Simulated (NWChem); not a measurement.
System: CH$_{6}$BNO; SMILES CB(N)O

```xyz
10

B     -0.0209     0.0697     0.0000
C      0.2463    -1.4935     0.0000
H      1.3143    -1.7579    -0.0023
H     -0.2134    -1.9702    -0.8827
H     -0.2092    -1.9693     0.8854
O     -1.2988     0.5826     0.0000
H     -1.9674    -0.1057     0.0008
N      1.0320     1.0021     0.0005
H      0.8638     1.9993    -0.0020
H      2.0058     0.7405    -0.0028
```
Atoms are numbered in this order, from 1.

Computed with NWChem. Pople sets run with spherical d functions. Geometry: optimised at PBE0/def2-SVP. Level r2SCAN/6-31G*: energy and gradient on several grids; changes count from the extra-fine grid, which is no exact limit either.

| grid | size of the energy change (μHa) | largest change of a gradient component (μHa/bohr) | time, medium = 1 (rough) |
|---|---|---|---|
| xcoarse | 3000 | 2000 | about 1 |
| coarse | 600 | 90 | about 1 |
| medium | 70 | 60 | about 1 |
| fine | 10 | < 30 | about 1 |
| xfine | < 10 | < 30 | 3 |
